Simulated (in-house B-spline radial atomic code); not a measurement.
## RPA and G0W0 on LDA exchange-only: As⁵⁺

Configuration [Ar] 3d10, mean-field start LDA exchange-only. Computed with a B-spline radial code for spherical atoms: all electrons, non-relativistic, point nucleus, each spin shell either full or empty, empty states to l = 9 with an (l + 1/2)⁻⁴ tail; G0W0 by contour deformation at full frequency.

Command:
```bash
python run_gw.py task.json out
```
Settings (radii: box in bohr, nucleus in fm):
```
Z                        33
electrons                28
configuration            [Ar] 3d10
hamiltonian              nr
method                   lda,
lmax                     9
spin_polarised           False
box_radius               10.43
intervals                50
```

Run time, properties included: 1.9 s on 1 thread of Arm Neoverse N1 (shared host).

Energies (hartree):

```json
{"term": "mean-field total", "value": "-2223.60950"}
{"term": "Hartree-Fock functional on these orbitals", "value": "-2228.21769"}
{"term": "direct second order", "value": "-2.455"}
{"term": "second-order exchange", "value": "0.70793"}
{"term": "SOSEX correction", "value": "0.65172"}
```

What is the RPA correlation energy, and what remains with SOSEX?

RPA gives -2.1249 hartree (-2.07 eV per electron); RPA + SOSEX gives -1.4732, and the second-order doubles -1.7471 hartree (no singles). SOSEX takes back 31 % of the RPA value.

Quasi-particle levels (eV):

```json
{"level": "3d", "occupied": "yes", "mean field": "-106.16", "Σx - vxc": "-19.37", "Σc": "?", "QP weight": "?", "G0W0": "?"}
{"level": "4s", "occupied": "no", "mean field": "-67.61", "Σx - vxc": "6.92", "Σc": "-1.43", "QP weight": "0.990", "G0W0": "-62.13"}
```

G0W0 = mean field + (Σx - vxc) + Σc, with Σc (partial-wave tail included) taken at the quasi-particle energy. Only the outer levels were computed. Levels of low weight are left out.

Where does G0W0 put 3d?

At -122.81 eV, with Σc = 2.71 eV and a quasi-particle weight of 0.947. The tabulated removal energy is 121.19 ± 0.06 eV (NIST, measured); the calculation leaves out relativity, Breit and QED terms, and what these don't explain is the method's own error.
